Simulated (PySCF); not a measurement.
CH7F2NSi2.

```xyz
13

N      0.9098    -1.5526     0.1115
C      0.4218    -0.2857    -0.4854
Si     1.3157     1.2087     0.2217
F      0.9770     1.1958     1.8219
Si    -1.4528    -0.2593    -0.3296
F     -2.1040    -1.3269    -1.3710
H      0.8241    -1.5091     1.1285
H      1.9022    -1.6917    -0.0853
H      0.5897    -0.3150    -1.5817
H      0.8908     2.5295    -0.3253
H      2.7895     1.0200     0.0816
H     -1.9781     1.0906    -0.6819
H     -1.8545    -0.6532     1.0478
```

Coordinates come from a r2SCAN-D4/def2-SVP optimisation. This is a generated structure with no PubChem entry under its InChIKey; it may be hypothetical. One conformer was computed; it need not be the lowest.

These are PySCF with PBE/pcSseg-1 values and carry that method's errors. Non-relativistic, no solvent.

Give the absolute GIAO shielding of each atom: isotropic value and principal components (ppm). (Estimate from the structure and the level; the computed values follow.)


| atom | σ(iso) | σ11 | σ22 | σ33 | span |
|---|---|---|---|---|---|
| N1 | 238.5 | 187.2 | 241.7 | 286.7 | 99.5 |
| C2 | 140.2 | 128.0 | 139.4 | 153.4 | 25.4 |
| Si3 | 327.9 | 263.3 | 319.2 | 401.3 | 137.9 |
| F4 | 394.4 | 354.3 | 404.9 | 423.9 | 69.6 |
| Si5 | 327.9 | 265.2 | 320.4 | 398.2 | 133.1 |
| F6 | 384.7 | 350.1 | 386.6 | 417.4 | 67.3 |
| H7 | 30.3 | 24.4 | 28.5 | 38.1 | 13.7 |
| H8 | 30.8 | 23.4 | 27.9 | 41.2 | 17.8 |
| H9 | 29.0 | 26.3 | 28.0 | 32.7 | 6.4 |
| H10 | 25.5 | 22.9 | 23.5 | 30.2 | 7.3 |
| H11 | 26.1 | 22.6 | 24.6 | 31.2 | 8.6 |
| H12 | 25.8 | 22.1 | 25.2 | 30.1 | 8.0 |
| H13 | 25.8 | 22.2 | 25.7 | 29.6 | 7.4 |
